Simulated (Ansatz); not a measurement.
BeH2 (SMILES [BeH2]), charge 0, multiplicity 1, relaxed at each level with Ansatz (an electronic-structure program); harmonic frequencies from differences of analytic forces, average atomic masses, frozen cores.

| level | Be1–H2 (Å) | Be1–H3 (Å) | H2–Be1–H3 (°) | dipole (D) |
|---|---|---|---|---|
| HF/def2-TZVPP | 1.3344 | 1.3344 | 180.0 | 0.00 |
| PBE/def2-TZVPP | 1.3426 | 1.3426 | 180.0 | 0.00 |
| r2SCAN/def2-TZVPP | 1.3364 | 1.3364 | 180.0 | 0.00 |
| B3LYP/def2-TZVPP | 1.3290 | 1.3290 | 180.0 | 0.00 |
| PBE0/def2-TZVPP | 1.3377 | 1.3377 | 180.0 | 0.00 |
| wB97X-V/def2-TZVPP | 1.3374 | 1.3374 | 180.0 | 0.00 |
| MP2/cc-pVTZ | 1.3298 | 1.3298 | 180.0 | 0.00 |
| CCSD(T)/cc-pVDZ | 1.3391 | 1.3391 | 180.0 | 0.00 |
| CCSD(T)/cc-pVTZ | 1.3338 | 1.3338 | 180.0 | 0.00 |
| CCSD(T)/cc-pVQZ | 1.3308 | 1.3308 | 180.0 | 0.00 |

Measured: equilibrium bond lengths BeH 1.326 Å [NIST CCCBDB]; equilibrium angles HBeH 180 ° [NIST CCCBDB].
